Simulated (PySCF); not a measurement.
Positional isomers: styrene silyl+mercapto. Isolated molecules, 0 K electronic values unless said otherwise. One relaxed conformer stands for each flexible species; it need not be the lowest. Strings in code marks are SMILES.

The numbers are results of PySCF with PBE-D3(BJ)/def2-TZVP // B3LYP-D3(BJ)/def2-SVP, not measurements. All candidates: neutral, multiplicity 1. Excitations are Tamm–Dancoff values on a coarser integration grid. The basis has no diffuse functions, so Rydberg states are missing or too high.

```yaml
brightest of the four lowest singlets (TDA): 3.88 eV
HOMO: -5.32 eV
LUMO: -2.11 eV
```

**Question.** Say which member has these values.
A) `C=C([SiH3])c1cccc(S)c1` (Si–C–C–C torsion 38°, C–C–S–H torsion 178°)
B) `C=C([SiH3])c1ccc(S)cc1` (Si–C–C–C torsion -148°, C–C–S–H torsion -2°)
C) `C=Cc1c([SiH3])cccc1S` (C–C–C–C torsion -133°, C–C–S–H torsion 16°)
D) `C=C(S)c1ccc([SiH3])cc1` (C–C–S–H torsion -11°, S–C–C–C torsion -38°)

**Answer.** B, `C=C([SiH3])c1ccc(S)cc1` (Si–C–C–C torsion -148°, C–C–S–H torsion -2°). The others give `C=Cc1c([SiH3])cccc1S` (C–C–C–C torsion -133°, C–C–S–H torsion 16°): 4.77 eV, -5.36 eV, -2.19 eV; `C=C(S)c1ccc([SiH3])cc1` (C–C–S–H torsion -11°, S–C–C–C torsion -38°): 3.72 eV, -5.46 eV, -2.21 eV; `C=C([SiH3])c1cccc(S)c1` (Si–C–C–C torsion 38°, C–C–S–H torsion 178°): 4.84 eV, -5.43 eV, -2.15 eV
